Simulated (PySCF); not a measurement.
Species: C₇H₉NSSi.
Atom-mapped SMILES: `[CH:1]#[C:2][CH2:3][S:4][C@@H:5]1[CH2:6][CH2:7][Si@H:8]1[C:9]#[N:10]`

Geometry (GFN2-xTB, Å), atoms numbered from 1 in this order:
```xyz
19
C7H9NSSi angstrom
C      3.450    0.643    0.423
C      2.919   -0.259   -0.160
C      2.182   -1.275   -0.860
S      0.692   -0.571   -1.685
C     -0.184    0.074   -0.232
C     -0.904   -0.985    0.625
C     -2.300   -0.334    0.737
Si    -1.844    0.970   -0.589
C     -1.866    2.746   -0.016
N     -1.889    3.833    0.344
H      3.960    1.407    0.930
H      2.776   -1.707   -1.666
H      1.849   -2.061   -0.179
H      0.547    0.656    0.329
H     -0.960   -1.935    0.094
H     -0.424   -1.155    1.589
H     -3.116   -1.014    0.508
H     -2.484    0.075    1.729
H     -2.412    0.900   -1.930
```

NICS = −σ at a ghost point: NICS(0) at the centroid of the ring atoms, NICS(1) 1 Å to either side along the normal of their mean plane, zz for the tensor component along that normal. Level: GIAO PBE0/pcSseg-1 (PySCF, non-relativistic, gas phase) on the GFN2-xTB geometry, one conformer.

Ring bond lengths (Å), with Mayer bond orders in brackets: C5–C6 1.541 (0.94), C6–C7 1.544 (1.01), C7–Si8 1.915 (0.95), Si8–C5 1.920 (0.86).

Problem. What do the NICS probes read (ppm)?

Solution. 
```
        ring                                              type  NICS(0)  NICS(1), two faces  NICS(1)zz, two faces  rms pucker (Å)  centre to ring atoms, mean (Å)
C5–C6–C7–Si8  4-membered ring with Si; formal bonds all single      0.6         -0.3 / -0.9             5.3 / 5.0            0.07                            1.22
```

Problem. What do they say, and how far can they be read as aromaticity?

Solution. 
- C5–C6–C7–Si8: mean NICS(1)zz 5.2 ppm, deshielded. C5, C6, C7, Si8 have four or more neighbours, so the value isn't read as a sign of a π ring current.

Problem. What is the mean of the two in-plane components of NICS at the second NICS(1) probe listed for ring C5–C6–C7–Si8, 1 Å off the ring?

Solution. The isotropic value is a third of the trace: (3 × -0.9 − (5.0))/2 = -3.9 ppm.

Problem. What are the shieldings of the ring atoms and their hydrogens in the same run (means over atoms taken as equivalent)?

Solution. 
| atoms | environment | σ isotropic (ppm) |
| --- | --- | --- |
| C5 | sp3 carbon bound to sulfur | 153.3 |
| C6 | four-membered-ring carbon | 152.2 |
| C7 | sp3 carbon bound to silicon | 175.2 |
| Si8 | SiH silicon | 382.3 |
| H14 | methine hydrogen | 27.82 |
| H15 | methylene hydrogen | 29.55 |
| H16 | methylene hydrogen | 28.73 |
| H17 | methylene hydrogen | 30.03 |
| H18 | methylene hydrogen | 29.83 |
| H19 | Si–H hydrogen | 26.73 |
